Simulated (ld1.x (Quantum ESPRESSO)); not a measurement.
**Scattering properties, ultrasoft potential for Zn**

- Element: Zn (Z = 30)
- Generator: ld1.x (Quantum ESPRESSO) 7.5
- Type: ultrasoft
- Functional: PBEsol
- Relativity: scalar-relativistic
- Frozen core: [Ne]
- Valence charge: 20
- Reference configuration: 3s2 3p6 3d10 4s2 4p0
- Partial waves: 3s (bound): rcut 0.90, rcutus 1.00 bohr; 4s (bound): rcut 0.90, rcutus 1.00 bohr; 3p (bound): rcut 1.00, rcutus 1.25 bohr; 4p (bound, empty): rcut 1.00, rcutus 1.25 bohr; 3d (bound): rcut 1.10, rcutus 1.30 bohr; 3d channel at 0.45 Ry: rcut 1.10, rcutus 1.30 bohr; 4f channel at 0.05 Ry: rcut 0.80, rcutus 1.10 bohr; 4f channel at 1.1 Ry: rcut 0.80, rcutus 1.10 bohr
- Local potential: all-electron potential smoothed inside 0.75 bohr (lloc = -1)
- Core correction: Bessel-smoothed model core inside 0.95 bohr
- Augmentation charge: PSQ, radius 0.85 bohr

The phase is arctan(r·u′/u) with u = r·R(r), unwrapped; energies in Ry, scanned from -11 to 5 Ry. A pole is an energy at which the radial function vanishes at the test radius. The pseudo phase is shifted by a multiple of π to meet the all-electron one at the reference energy, and phase errors are pseudo minus all-electron; the curves can meet again beyond the range given. Levels narrower than the energy grid can be missing from the lists of poles.

| channel | radius (bohr) | reference energy (Ry) | poles, all-electron | poles, pseudo | unbroken range about the reference energy with phases within 0.05 rad | phase error 1 Ry above the reference energy (rad) |
| --- | --- | --- | --- | --- | --- | --- |
| s | 1.41 | -0.44 | -9.06 | -9.06 | the whole range | -0.000 |
| p | 1.41 | -0.08 | -5.52 | -8.47, -5.54 | -6.4 to 2.6 | -0.003 |
| d | 1.41 | -0.75 | 0.34 | 0.34 | the whole range | +0.000 |
| f | 1.41 | 0.05 | none | none | the whole range | +0.000 |

The ghost test of this file was not conclusive. Its overlap operator is not positive definite in a basis up to 400 Ry (lowest eigenvalue p -0.89, f -13.37), so the file is unfit for use: the generalised eigenproblem breaks down once the basis is large enough, and its test numbers describe a broken file.

Phases in the d channel:

```csv
E (Ry),all-electron,pseudo
-11.00,1.359,1.359
-10.52,1.354,1.355
-10.04,1.349,1.349
-9.56,1.343,1.344
-9.08,1.337,1.338
-8.60,1.331,1.331
-8.12,1.323,1.324
-7.64,1.315,1.316
-7.16,1.306,1.306
-6.68,1.296,1.296
-6.20,1.285,1.285
-5.72,1.271,1.271
-5.24,1.256,1.256
-4.76,1.236,1.237
-4.28,1.213,1.213
-3.80,1.183,1.183
-3.32,1.142,1.142
-2.84,1.082,1.082
-2.36,0.985,0.985
-1.88,0.795,0.795
-1.40,0.321,0.321
-0.92,-0.663,-0.663
-0.44,-1.259,-1.259
0.04,-1.490,-1.490
0.52,-1.608,-1.608
1.00,-1.682,-1.682
1.48,-1.738,-1.738
1.96,-1.784,-1.784
2.44,-1.827,-1.827
2.92,-1.870,-1.870
3.40,-1.915,-1.915
3.88,-1.966,-1.966
4.36,-2.027,-2.025
4.84,-2.100,-2.098
```
